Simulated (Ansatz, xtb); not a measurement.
Ranking isomers of C3H6BrF

5 gas-phase structures of C3H6BrF, from a drawn sample of its isomers (lower ones may exist). Each was relaxed with GFN2-xTB; where two conformers were screened, the lower at r2SCAN-D4/def2-SVP is listed:

A. `CC(C)(F)Br`, a singlet
B. `CC[C@@H](F)Br`, a singlet
C. `C[C@@H](F)CBr`, a singlet
D. `C[C@@H](Br)CF`, a singlet
E. `FCCCBr`, a singlet

Q: Estimate their order in r2SCAN-D4/def2-SVP energy at these geometries, lowest first.

A: Calculated order at r2SCAN-D4/def2-SVP: A (0.0), B (5.5), C (5.5), D (6.9), E (8.6) kcal/mol. Less than 1 kcal/mol parts B and C, so the order within that pair means little.

Energies above the lowest of each column, in kcal/mol; the last columns are at B3LYP-D3(BJ)/def2-SVP geometries:

```json
{"structure": "A", "GFN2-xTB": "0.0", "HF/STO-3G": "0.0", "r2SCAN-D4/def2-SVP": "0.0", "B3LYP-D3(BJ)/def2-SVP": "0.0", "CCSD(T)/def2-SVP + ΔMP2/def2-TZVPP": "0.0"}
{"structure": "B", "GFN2-xTB": "4.2", "HF/STO-3G": "2.3", "r2SCAN-D4/def2-SVP": "5.5", "B3LYP-D3(BJ)/def2-SVP": "4.4", "CCSD(T)/def2-SVP + ΔMP2/def2-TZVPP": "5.0"}
{"structure": "C", "GFN2-xTB": "2.0", "HF/STO-3G": "3.9", "r2SCAN-D4/def2-SVP": "5.5", "B3LYP-D3(BJ)/def2-SVP": "3.8", "CCSD(T)/def2-SVP + ΔMP2/def2-TZVPP": "3.0"}
{"structure": "D", "GFN2-xTB": "2.8", "HF/STO-3G": "6.3", "r2SCAN-D4/def2-SVP": "6.9", "B3LYP-D3(BJ)/def2-SVP": "5.0", "CCSD(T)/def2-SVP + ΔMP2/def2-TZVPP": "4.2"}
{"structure": "E", "GFN2-xTB": "3.6", "HF/STO-3G": "6.2", "r2SCAN-D4/def2-SVP": "8.6", "B3LYP-D3(BJ)/def2-SVP": "6.1", "CCSD(T)/def2-SVP + ΔMP2/def2-TZVPP": "5.7"}
```

Every level run on A puts it lowest or level with the lowest. CCSD(T)/def2-SVP + ΔMP2/def2-TZVPP orders those it was run on as A (0.0), C (3.0), D (4.2), B (5.0), E (5.7) kcal/mol. Less than 1 kcal/mol parts D and B; B and E, so the order within those pairs means little. Flexible structures stand in one conformer each, not always the lowest. ΔMP2 is the change of the MP2 energy from the smaller to the larger basis.

Over these structures GFN2-xTB departs from r2SCAN-D4/def2-SVP by 1.7 kcal/mol on average once a common shift is removed. A GFN2-xTB relaxation took about 0.054 s and the r2SCAN-D4/def2-SVP energy about 3.3 s on a shared host (Ansatz 0.2.0, xtb 6.7.1).
